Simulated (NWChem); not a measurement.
# Basis-set dependence for silicon dioxide molecule (O2Si)

```
Si
O 1 1.5184
O 1 1.5184 2 180.00
```
Charge 0, spin multiplicity 1.

All runs are NWChem calculations. All single points use one geometry, from PBE0/def2-SVP, a minimum by its harmonic frequencies.

Hartree-Fock energies in Ha, correlation energies in mHa.

The correlated methods keep 7 core orbitals frozen. Coupled-cluster values serve here as a point of comparison, not as the truth.

```
basis      functions         RHF     MP2  SCS-MP2    CCSD  CCSD+T(CCSD)  CCSD(T)  CR-CCSD[T]  CR-CCSD(T)
---------  ---------  ----------  ------  -------  ------  ------------  -------  ----------  ----------
3-21G             31  -436.22031  -334.1   -319.1  -316.1        -343.9   -338.1      -337.9      -333.4
def2-SVP          46  -438.41347  -470.6   -451.8  -465.0        -487.0   -483.2      -481.9      -479.1
def2-TZVP         99  -438.72611  -586.3   -568.8  -573.7        -606.1   -602.9      -598.4      -596.0
```

From def2-SVP to def2-TZVP the Hartree-Fock energy moves by -312.6 mHa and the MP2 correlation energy by -115.7 mHa, which is 20 % of its value in the larger set.
